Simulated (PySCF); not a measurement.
A calculated (BHandHLYP, PySCF 2.14, x2c-QZVPPall, scalar relativity by spin-free X2C-1e) atom or ion has these occupied shells.

```tsv
shell	electrons	orbital energy (eV)	rms radius, mean of both spins (bohr)
1s	2	-90694.6	0.0178
2s	2	-16396.6	0.0718
2p	6	-14106.6	0.0663
3s	2	-4017.0	0.183
3p	6	-3354.3	0.186
3d	10	-2652.3	0.170
4s	2	-963.96	0.401
4p	6	-743.64	0.428
4d	10	-480.80	0.453
5s	2	-198.00	0.885
4f	14	-194.50	0.481
5p	6	-134.41	1.01
5d	10	-59.606	1.30
6s	2	-41.945	2.16
```

Name the element and its charge.

Bi³⁺ (bismuth, charge +3), in [Xe] 4f14 5d10 6s2, closed-shell 1S.
